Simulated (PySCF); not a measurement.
**Ionisation energy of Nd²⁹⁺ by level of theory**

Nd²⁹⁺ [Ar] 3d10 4s2 4p1 [4p1/2^1, M_J = 1/2] → Nd³⁰⁺ [Ar] 3d10 4s2, as a difference of total energies. Calculation: PySCF 2.14, in an uncontracted even-tempered set (17 s from 2.6 bohr⁻², ratio 2.8; 13 p from 3.4 bohr⁻², ratio 2.8; 8 d from 6 bohr⁻², ratio 2.8; 4 f from 15 bohr⁻², ratio 3); the two-component X2C-1e Hamiltonian. Correlated levels: [Ne] frozen; the 74 highest virtual spinors dropped. "Screened" scales the spin-orbit matrix elements by Boettger's factors to mimic the two-electron term; Breit and QED terms are absent.

```json
{"method": "GHF (spin-free)", "ionisation energy (eV)": "1066.4"}
{"method": "GMP2 (spin-free)", "ionisation energy (eV)": "1067.1"}
{"method": "GHF (screened spin-orbit)", "ionisation energy (eV)": "1088.5"}
{"method": "GMP2 (screened spin-orbit)", "ionisation energy (eV)": "1089.3"}
```

Breit and QED terms and the two-electron picture change are absent.

The spin-free rows lack the spin-orbit shift.

For comparison: 1092 ± 4 eV (theoretical estimate listed by NIST; NIST Atomic Spectra Database, ionization energies).
